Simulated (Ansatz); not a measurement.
Reactions of C$_{2}$HCl$_{3}$Si (`C#C[Si](Cl)(Cl)Cl`).

Computed with Ansatz on PBE0-D4/def2-TZVP structures; ΔE is electronic, products minus reactants. CBS: MP2 limit from def2 TZ/QZ plus the TZ coupled-cluster correction, frozen cores. This one scheme is used for every species, atoms too. Functionals use def2-TZVPP. B3LYP here is the variant with VWN-RPA as its local correlation; programs differ in this. No spin–orbit coupling; open shells (•) take unrestricted orbitals. Spin–orbit coupling would lower the free atoms: a little for C, Cl, Si. def2 core potentials past Kr. For Ge, Te outer-core shells are correlated without core-valence functions, so the limit isn't a true one: a few kJ/mol of doubt a bond, and 10 to 20 or more in all where bonds break to atoms. Scalar relativity is left out up to krypton. One conformer a species, not always the lowest.

```tsv
reaction	B3LYP-D4 (kJ/mol)	PBE-D4 (kJ/mol)	ωB97M-V (kJ/mol)	r2SCAN-D4 (kJ/mol)	CCSD(T)/CBS(def2) (kJ/mol)
`C#C[Si](Cl)(Cl)Cl` + acetylene → `C#C[Si](Cl)(Cl)C#C` + HCl	56	56	61	58	57
`C#C[Si](Cl)(Cl)Cl` + H₂Te → `Cl[Si](Cl)(Cl)[TeH]` + acetylene	-18	-24	-18	-16	-23
`C#C[Si](Cl)(Cl)Cl` + `N=C=O` → `O=C=N[Si](Cl)(Cl)Cl` + acetylene	-57	-46	-58	-53	-57
`C#C[Si](Cl)(Cl)Cl` → 2 C• + 3 Cl• + H• + Si•	2767	2886	2821	2827	2804
`C#C[Si](Cl)(Cl)Cl` + `OB(O)O` → `OB(O)O[Si](Cl)(Cl)Cl` + acetylene	-74	-59	-74	-70	-71
`C#C[Si](Cl)(Cl)Cl` + `N#[C][GeH3]` → `N#C[Si](Cl)(Cl)Cl` + `C#[C][GeH3]`	21	20	21	21	21
`C#C[Si](Cl)(Cl)Cl` + silanol → `[SiH3]O[Si](Cl)(Cl)Cl` + acetylene	-94	-78	-94	-89	-93
`C#C[Si](Cl)(Cl)Cl` + H₂ → `C#C[SiH](Cl)Cl` + HCl	75	77	76	81	74
`C#C[Si](Cl)(Cl)Cl` + H–F → `F[Si](Cl)(Cl)Cl` + acetylene	-104	-94	-109	-107	-101
`C#C[Si](Cl)(Cl)Cl` + `CO[SiH2]C` → `C#C[SiH](C)OC` + trichlorosilane	-15	-15	-17	-16	-16
```

Largest T1 diagnostic: 0.018, for `N=C=O`.
